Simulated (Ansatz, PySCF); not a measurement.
System: B2F3, charge 0, doublet. B2F3 (SMILES F[B]B(F)F, doublet).
B3LYP-D3(BJ)/def2-TZVP minimum from Ansatz (an electronic-structure program):
```xyz
5

B     -0.9299     0.3625    -0.5236
F     -2.1974     0.2522    -0.2924
B      0.5496    -0.0774     0.0956
F      1.1760    -1.1628    -0.3474
F      1.2327     0.7523     0.8776
```
Charge 0, spin multiplicity 2.

Atomisation energy term by term, kcal/mol (programs: Ansatz). Radicals and triplets start from unrestricted determinants; spin-orbit coupling is neglected. Correlated methods leave the cores frozen. Rows without X2C or -DK are non-relativistic. CBS(X,Y): correlation extrapolated as X^-3, Hartree-Fock from the larger set. A bracket is a step between two methods taken in the basis named. '+ core + X2C': CCSD(T) terms for core correlation (cc-pwCVTZ) and scalar relativity (cc-pVTZ-DK). For partners of very few electrons the exact lower level stands in for a higher one.

```tsv
term	basis	kcal/mol
Hartree-Fock	cc-pVQZ	408.63
CCSD correlation	CBS(cc-pVTZ,cc-pVQZ)	105.84
(T)	CBS(cc-pVTZ,cc-pVQZ)	10.91
CCSDT(Q) - CCSD(T)	cc-pVDZ	0.77
core correlation	cc-pwCVTZ	2.59
scalar relativity	X2C, cc-pVTZ-DK	-0.71
minus zero-point energy	harmonic, PySCF's Hessian at B3LYP-D3(BJ)/def2-TZVP	-9.09
sum: D0		518.9
```
